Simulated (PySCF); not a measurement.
Molecule: `C(C[S@@+](C)[AlH3-])#N`, C$_{3}$H$_{8}$AlNS.

Molfile (atoms numbered from 1):
```
C3H8AlNS
     RDKit          3D

 14 13  0  0  0  0  0  0  0  0999 V2000
   -0.7181    1.5011    0.2447 C   0  0  0  0  0  0  0  0  0  0  0  0
   -0.0359    0.2903   -0.9071 S   0  0  0  0  0  0  0  0  0  0  0  0
    2.3155    0.1029   -0.1203 Al  0  0  0  0  0  4  0  0  0  0  0  0
   -0.6491   -1.2573   -0.1647 C   0  0  0  0  0  0  0  0  0  0  0  0
   -2.0974   -1.3458   -0.2159 C   0  0  0  0  0  0  0  0  0  0  0  0
   -3.2537   -1.3740   -0.2417 N   0  0  0  0  0  0  0  0  0  0  0  0
   -0.3835    2.4844   -0.1119 H   0  0  0  0  0  0  0  0  0  0  0  0
   -1.8157    1.4539    0.2196 H   0  0  0  0  0  0  0  0  0  0  0  0
   -0.3321    1.3238    1.2585 H   0  0  0  0  0  0  0  0  0  0  0  0
    2.6955   -1.1890   -0.9869 H   0  0  0  0  0  0  0  0  0  0  0  0
    1.9148   -0.1435    1.4191 H   0  0  0  0  0  0  0  0  0  0  0  0
    2.8327    1.5529   -0.5476 H   0  0  0  0  0  0  0  0  0  0  0  0
   -0.1867   -2.0725   -0.7424 H   0  0  0  0  0  0  0  0  0  0  0  0
   -0.2872   -1.3274    0.8744 H   0  0  0  0  0  0  0  0  0  0  0  0
  2  1  1  1
  2  3  1  0
  2  4  1  0
  4  5  1  0
  5  6  3  0
  1  7  1  0
  1  8  1  0
  1  9  1  0
  3 10  1  0
  3 11  1  0
  3 12  1  0
  4 13  1  0
  4 14  1  0
M  CHG  2   2   1   3  -1
M  END
```

Geometry PBE0-D3(BJ)/def2-SVP throughout; GIAO in PySCF 2.14.0 with density-fitted response routines, gas phase, one conformer, non-relativistic; equivalent atoms averaged; functional PBE0.

Problem. How do the absolute shieldings σ depend on the basis set? (a selection of nuclei; ppm; last column core-seconds on shared hosts with different chips, so compare them loosely)

Solution. 
```csv
basis set,functions,C5,C4,C1,S2,Al3,H13,H14,H7/H8/H9,H10/H11/H12,core-s
STO-3G,46,144.4,205.8,209.1,751.9,413.1,30.10,30.19,30.89,31.12,3.6
6-31G,78,87.0,173.2,177.3,616.7,461.2,29.13,29.31,30.13,27.91,7.4
6-31G*,108,89.6,170.0,174.1,568.4,460.1,28.95,28.91,29.66,27.56,12
def2-SVP,132,85.7,169.4,173.4,603.0,442.9,28.51,28.45,29.18,27.21,14
pcSseg-1,156,65.9,158.0,162.1,531.0,411.2,28.12,28.21,28.87,27.24,12
"6-311+G(2d,p)",226,68.3,160.1,164.6,517.0,412.5,28.23,28.12,29.05,27.23,32
def2-TZVP,246,68.2,159.9,164.8,497.3,412.9,28.27,28.19,29.10,27.23,38
```

Problem. Which nucleus among those listed moves most, in ppm?

Solution. S2 (sulfur bonded to 2 C, Al): from 497.3 ppm with def2-TZVP to 751.9 ppm with STO-3G. The smallest spread is 1.98 ppm, at H13. Proton shifts span only some 12 ppm, so a few tenths of a ppm matter as much there as several ppm in carbon.

Problem. Taking the largest basis, def2-TZVP (246 functions), as the yardstick, rank the others by their worst heavy-atom deviation.

Solution. 6-311+G(2d,p) 19.6 ppm (226 functions), pcSseg-1 33.7 ppm (156 functions), 6-31G* 71.1 ppm (108 functions), def2-SVP 105.7 ppm (132 functions), 6-31G 119.4 ppm (78 functions), STO-3G 254.6 ppm (46 functions).

A small basis that lands close on one nucleus may do so by chance; judge by the trend and by all nuclei.
